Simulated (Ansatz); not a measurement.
The cluster Hf₂O₄⁺. The state is a doublet with charge 1. Geometry r2SCAN-D4/def2-SVP; atoms count from 1.

```xyz
6

Hf   -1.355   -0.292    0.695
Hf    1.247    0.336   -0.609
O    -0.596    0.461   -1.033
O     0.646   -0.462    1.002
O    -1.706    1.181    1.578
O     1.764   -1.224   -1.632
```

In the def2 sets Hf takes a core potential; there is no spin–orbit coupling. No other spin state of charge 1 was run. The structure comes from a short search, and lower isomers may exist.

Question: Estimate the Mulliken populations from the PBE0/def2-TZVP orbitals of Ansatz.

Answer: 
```json
{"atom": "Hf1", "charge (e)": "1.43", "spin (α − β)": "-0.01", "d electrons": "1.96"}
{"atom": "Hf2", "charge (e)": "1.52", "spin (α − β)": "-0.06", "d electrons": "1.85"}
{"atom": "O3", "charge (e)": "-0.58", "spin (α − β)": "0.05", "d electrons": "–"}
{"atom": "O4", "charge (e)": "-0.58", "spin (α − β)": "0.05", "d electrons": "–"}
{"atom": "O5", "charge (e)": "-0.49", "spin (α − β)": "0.02", "d electrons": "–"}
{"atom": "O6", "charge (e)": "-0.29", "spin (α − β)": "0.95", "d electrons": "–"}
```
Mulliken values and Mayer orders depend strongly on the basis.

Question: Where does the spin sit?

Answer: Summed by element: Hf -0.07, O 1.07, of 1 unpaired in all. Largest on single atoms: O6 0.95, Hf2 -0.06, O4 0.05.

Question: And the Mayer bond orders between bonded heavy atoms (over 0.3)?

Answer: Hf1–O3 0.81 (2.03 Å); Hf1–O4 0.81 (2.03 Å); Hf1–O5 2.25 (1.75 Å); Hf2–O3 1.32 (1.90 Å); Hf2–O4 1.32 (1.90 Å); Hf2–O6 1.23 (1.94 Å).
